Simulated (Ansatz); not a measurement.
Stepwise reaction of `O[SiH](O)[SiH](O)F` with hydrogen, as a gas-phase model of exchange steps in deposition or etching. ΔE in kJ/mol; ΔG adds harmonic PBE0-D4 terms to CCSD(T)/CBS, at 1 bar.

Computed with Ansatz on PBE0-D4/def2-TZVP structures; ΔE is electronic, products minus reactants. CBS: MP2 limit from def2 TZ/QZ plus the TZ coupled-cluster correction, frozen cores. This one scheme is used for every species. Functionals use def2-TZVPP. B3LYP here is the variant with VWN-RPA as its local correlation; programs differ in this. Each species was taken in one conformer, which may not be the lowest.

```
step                                              reaction  PBE-D4  B3LYP-D4  ωB97M-V  CCSD(T)/CBS  ΔG(500 K)
   1  `O[SiH](O)[SiH](O)F` + H₂ → `O[SiH2][SiH](O)F` + H₂O    86.1      91.1     91.1         87.5       82.0
   2     `O[SiH2][SiH](O)F` + H₂ → `O[SiH](F)[SiH3]` + H₂O    54.2      60.5     60.0         56.7       50.8
   3        `O[SiH](F)[SiH3]` + H₂ → `F[SiH2][SiH3]` + H₂O    84.8      90.8     91.3         88.0       85.0
```

Task: By hand: ΔE of the 3 steps together at CCSD(T)/CBS.

Result: (87.5) + (56.7) + (88.0) = 232.2 kJ/mol, or 77.4 kJ/mol a step.

In ΔE step 2 is the lowest and step 3 the highest. All are uphill at CCSD(T)/CBS. ΔG lies between 50.8 and 85.0 kJ/mol a step. PBE-D4 differs from CCSD(T)/CBS by -3.2 to -1.4 kJ/mol a step. Only this route is followed, and other bonds may react first. Isolated molecules leave out the surface, adducts and barriers. Largest T1 diagnostic: 0.013.
